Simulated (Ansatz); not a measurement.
Consider the formal exchange of groups at the Nb–O bond: `[NH2][Nb](=[O])([OH])[OH]` + CH₄ → `[CH3][Nb]([NH2])(=[O])[OH]` + H₂O.

Program: Ansatz. Geometries: PBE0-D4/def2-TZVP. ΔE: electronic, gas phase. CCSD(T)/CBS is the MP2 limit (def2-TZVPP, def2-QZVPP) plus CCSD(T) − MP2 in def2-TZVPP, frozen cores. This one scheme is used for every species. DFT in def2-TZVPP. def2 core potentials past Kr. For Nb outer-core shells are correlated without core-valence functions, which leaves a few kJ/mol of doubt a bond. Each species was taken in one conformer, which may not be the lowest.

`[NH2][Nb](=[O])([OH])[OH]`:

Cartesian coordinates in Å:
```
N -1.428 -0.135 -0.600
Nb 0.270 -0.380 0.367
O 0.114 -1.832 1.230
O 1.731 -0.543 -0.849
O 0.561 1.044 1.602
H -2.203 -0.780 -0.544
H -1.654 0.622 -1.230
H 2.094 0.004 -1.544
H 0.515 1.999 1.569
```

CH₄:

```xyz
5

C     0.000    0.000    0.000
H     0.923    0.239   -0.527
H     0.173   -0.838    0.674
H    -0.771   -0.267   -0.722
H    -0.325    0.867    0.574
```

`[CH3][Nb]([NH2])(=[O])[OH]`:

```xyz
11

C    -0.083   -0.933    1.409
Nb   -0.366    0.103   -0.471
N     0.715    1.746   -0.380
O    -2.001    0.557   -0.495
O     0.147   -1.090   -1.862
H    -0.696   -1.841    1.421
H    -0.389   -0.309    2.252
H     0.964   -1.221    1.548
H     0.341    2.679   -0.282
H     1.710    1.789   -0.553
H    -0.343   -1.481   -2.587
```

H₂O:

```xyz
3

O     0.235   -0.255   -0.177
H     0.286    0.703   -0.205
H    -0.520   -0.448    0.382
```

```tsv
level	ΔE (kJ/mol)
LDA (SPW92)	126.8
CAM-B3LYP-D4	135.5
B2PLYP	132.2
HF/CBS(def2)	137.9
```

(1) What does CCSD(T)/CBS give? (An estimate is asked.)

Largest T1 diagnostic among the species: 0.022, so the coupled-cluster value is less sure than usual.

Answers

(1) Ansatz gave: +119.7 kJ/mol. The listed levels differ from it by 7.1, 15.8, 12.5, 18.2 kJ/mol.

At CCSD(T), def2-SVP lies +17.0 kJ/mol from the extrapolated value and def2-TZVPP +1.0 kJ/mol. In def2-TZVPP, CCSD(T) changes the Hartree–Fock value by −17.6 kJ/mol (the triples alone add −1.0 kJ/mol) and MP2 by −15.3 kJ/mol. From r2SCAN to r2SCAN0 (25 % exact exchange), in def2-TZVPP and without D4, ΔE moves by −3.8 kJ/mol.
